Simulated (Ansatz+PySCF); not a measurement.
A calculation with Ansatz (development build ahead of 0.2.0).

```yaml
crystal:
  periodic: [false, false, false]
  atoms:
    - { symbol: Ni, position_ang: [0.0, 0.0, 0.0] }
    - { symbol: H, position_ang: [0.0, 0.0, 1.534] }
basis:
  gaussian: { orbitals: def2-SVP }
magnetization:
  spin_polarized: true
  initial_magnetization: 1
hamiltonian:
  xc: hf
scf:
  omitted_lower_state_checks: [stability, starts, atomic_configurations, cluster_reference, orbital_swaps, given_window_search, neighbouring_geometries, increment]
```

The input is written out in the form of the current development build from the run's settings.

Results

* Converged: yes
* Total energy: -1507.17325 hartree
* Spin squared of the determinant: 1.705
* Occupied orbitals by symmetry in an Abelian subgroup (alpha; beta): 8 A1 1 A2 3 B1 3 B2; 7 A1 1 A2 3 B1 3 B2

Caution: another spin multiplicity may lie lower; the unrestricted determinant is a mixture of spin states.
